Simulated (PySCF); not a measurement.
Electron correlation in Cl⁻ (chlorine, charge -1)

[Ar], closed-shell 1S. Computed with PySCF 2.14 in aug-cc-pV(T+d)Z (6s5p4d2f, 55 functions), with the non-relativistic Hamiltonian (point nucleus). Frozen: [Ne]; 8 electrons correlated.

```tsv
level	correlation energy (mhartree)
CCSD	-223.37
(T)	-9.78
CCSD(T)	-233.15
```

Diagnostics: T1 = 0.0062, D1 = 0.0096, largest double amplitude 0.030.

Task: Is a single reference adequate?

Result: Yes: T1 lies below 0.03 and no double amplitude reaches 0.07.
